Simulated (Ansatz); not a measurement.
Abridged output of a molecular run in Ansatz:

```
Functional definition: HF
1139 factors; integrals over basis functions are off by at most 1.3e-3 eV
mean field evaluation 1: about -13201.2303 eV, gradient 4.0e1 eV
mean field evaluation 2: about -13201.3193 eV, gradient 4.0e1 eV
mean field evaluation 4: about -13205.0240 eV, gradient 4.0e0 eV
mean field evaluation 8: about -13205.0772 eV, gradient 1.4e-1 eV
mean field evaluation 16: about -13204.9826 eV, gradient 5.3e-1 eV
mean field -13205.07734239 eV, -485.2776416100 hartree, gradient 5.9e-6 eV, S^2 0.000000; 0 other end points of the search recorded, 0 dependent functions left out
9 core orbitals not correlated: weight in the atoms' cores, before any rotation towards them, 1.000 or more for the frozen orbitals, at most 0.000 for the correlated occupied ones
reference -13205.07734239 eV, -485.2776416100 hartree; 15, 15 occupied and 90, 90 virtual orbitals, 1139 factors
second order -18.62232291 eV of doubles, -0.00000000 eV of singles
cycle   1  -19.57674322 eV  change   -9.5e-1 eV  update   1.0e-1
cycle   2  -20.11783208 eV  change   -5.4e-1 eV  update   3.1e-2
cycle   3  -20.24048617 eV  change   -1.2e-1 eV  update   1.7e-2
cycle   4  -20.23390766 eV  change    6.6e-3 eV  update   5.4e-3
cycle   5  -20.23247089 eV  change    1.4e-3 eV  update   2.3e-3
cycle   6  -20.23274519 eV  change   -2.7e-4 eV  update   8.2e-4
cycle   7  -20.23228360 eV  change    4.6e-4 eV  update   2.5e-4
cycle   8  -20.23221339 eV  change    7.0e-5 eV  update   8.3e-5
cycle   9  -20.23223732 eV  change   -2.4e-5 eV  update   2.9e-5
perturbative correction -0.53810569 eV, -0.0197750194 hartree
Total energy: -13225.84768540 eV, -486.0409376369 hartree
```

Its atoms:

Z-matrix (Å, degrees):
```
C
N 1 1.447
H 1 1.094 2 111.3
H 1 1.089 2 109.0 3 119.7
H 1 1.094 2 111.4 3 -120.7
B 2 1.384 1 127.2 3 -120.2
H 2 1.010 1 113.3 3 59.7
Si 6 2.016 2 120.6 1 -178.9
H 6 1.204 2 117.0 1 0.7
O 8 1.662 6 112.9 2 -128.5
H 8 1.498 6 110.1 2 107.9
H 8 1.492 6 112.0 2 -10.6
H 10 0.958 8 116.3 6 -47.7
```

**Question.** Which basis set was used?
A. def2-SVP
B. cc-pV(Q+d)Z
C. def2-SVPD
D. def2-QZVPP

**Answer.** A. It gives 114 functions.

**Question.** Write the keys of the input that set method, charge and spin (a neutral closed shell needs none for the last two).

**Answer.** 
```yaml
correlation: {method: ccsd_t}
```
